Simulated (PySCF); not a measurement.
A side-by-side comparison of computed properties.

First species: C₄H₁₂B₂O₄.
Z-matrix (Å and degrees, PBE0-D3(BJ)/def2-SVP geometry), rows numbered from 1:
```
C 
O   1  1.4043
B   2  1.3614  1  121.17
O   3  1.3649  2  116.45  1    -0.09
C   4  1.4000  3  123.46  2  -179.85
B   3  1.7269  2  117.14  1  -179.64
O   6  1.3704  3  117.85  2   130.48
C   7  1.4015  6  129.64  3  -172.37
O   6  1.3621  3  116.07  2   -49.09
C   9  1.3998  6  130.72  3  -176.85
H   1  1.1027  2  111.56  3   -64.13
H   1  1.0997  2  108.29  3   176.28
H   1  1.1024  2  111.82  3    56.27
H   5  1.1015  4  109.27  3   133.65
H   5  1.1030  4  110.21  3  -108.06
H   5  1.1013  4  112.05  3    13.51
H   8  1.1015  7  112.38  6    50.82
H   8  1.1024  7  112.16  6   -71.75
H   8  1.1002  7  108.09  6   169.63
H  10  1.1019  9  112.53  6    51.83
H  10  1.1022  9  112.12  6   -70.87
H  10  1.1002  9  108.04  6   170.67
```

Second species: C3HO2S (charge -1).
SMILES: `O=C([O-])C=C=S`

Levels: PBE0/def2-SVPD for HOMO energy, LUMO energy, HOMO–LUMO gap and static isotropic polarisability; TDDFT PBE0/def2-SVPD for lowest singlet excitation; TDA PBE0/def2-SVPD for lowest triplet excitation (Tamm–Dancoff). Geometries: PBE0-D3(BJ)/def2-SVP. Each species is one conformer at its optimised geometry, gas phase, non-relativistic unless stated. Electronic properties by PySCF.

The conformers computed, where there is a choice (atom-mapped SMILES and torsion angles):
- `[O:1]=[C:2]([O-:3])[CH:4]=[C:5]=[S:6]`: O1–C2–C4–C5 159°

The conformers of `COB(OC)B(OC)OC` aren't listed.

```json
{"property": "HOMO energy", "column X": "-2.33 eV", "column Y": "-7.71 eV"}
{"property": "LUMO energy", "column X": "1.93 eV", "column Y": "0.07 eV"}
{"property": "HOMO–LUMO gap", "column X": "4.26 eV", "column Y": "7.78 eV"}
{"property": "lowest singlet excitation", "column X": "2.56 eV", "column Y": "6.43 eV"}
{"property": "lowest triplet excitation (Tamm–Dancoff)", "column X": "2.23 eV", "column Y": "5.31 eV"}
{"property": "static isotropic polarisability", "column X": "84.0 au", "column Y": "94.3 au"}
```

Q: Which column belongs to which species?

A: Column X is the second species and column Y the first. The first has 22 atoms and 78 electrons, the second 7 and 52; their charges are 0 and -1, their HOMO energies -7.71 eV and -2.33 eV.

Q: How does each property change from the first species to the second?

A: HOMO energy +5.38 eV; LUMO energy +1.86 eV; HOMO–LUMO gap -3.52 eV; lowest singlet excitation -3.87 eV; lowest triplet excitation (Tamm–Dancoff) -3.08 eV; static isotropic polarisability -10.3 au.

On the first: S1 lies 1.35 eV below the HOMO–LUMO gap; its leading configuration is HOMO→LUMO, weight 0.91. No computed singlet falls in the visible range (750 to 380 nm, 1.65 to 3.26 eV); S1 lies 3.17 eV above its blue end.

On the second: 1 of the 10 computed singlets lies in the visible range (750 to 380 nm, 1.65 to 3.26 eV), with an oscillator strength of 0.000. S1 lies 1.70 eV below the HOMO–LUMO gap; its leading configuration is HOMO→LUMO, weight 0.93. The geometry's basis has no diffuse functions, a weakness for an anion.
